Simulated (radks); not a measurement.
Values are calculated unless marked as measured or tabulated.
Mo, 42 electrons, occupied as [Kr] 4d5 4f1 (not the ground configuration).

Level of theory: scalar-relativistic Kohn-Sham, PBEsol, spin-unpolarised, spherical densities, point nucleus (a radial shooting solver on a logarithmic mesh with Libxc functionals).

Energy parts (hartree):
part                       energy
total                 -4046.21691
kinetic                4171.67175
electron-nucleus      -9746.43893
Hartree                1649.69396
exchange-correlation   -121.14370

Orbitals (lengths in bohr, moments of r in powers of bohr):
orbital  occ.  eigenvalue (hartree)     <r^2>      <r>      <r^4>
1s          2             -728.1993  0.001670  0.03518  7.219e-06
2s          2             -103.0081   0.02788   0.1538   0.001337
2p          6             -92.12550   0.02194   0.1340  0.0009582
3s          2             -17.67472    0.2110   0.4292    0.06900
3p          6             -14.10911    0.2161   0.4308    0.07619
3d         10              -8.30299    0.2076   0.4154    0.08361
4s          2              -2.54829     1.394    1.108      2.959
4p          6              -1.59985     1.763    1.239      4.994
4d          5              -0.31976     4.383    1.890      40.40
4f          1              -0.01572     330.6    17.44     147700

The highest occupied level is 4f at -0.428 eV. The density falls to 0.001 e/bohr^3 at r = 4.00 bohr. Summed over all electrons, <r^2> = 369.9 bohr^2, which gives a Langevin (diamagnetic) susceptibility term of -293 x 10^-6 cm^3/mol.
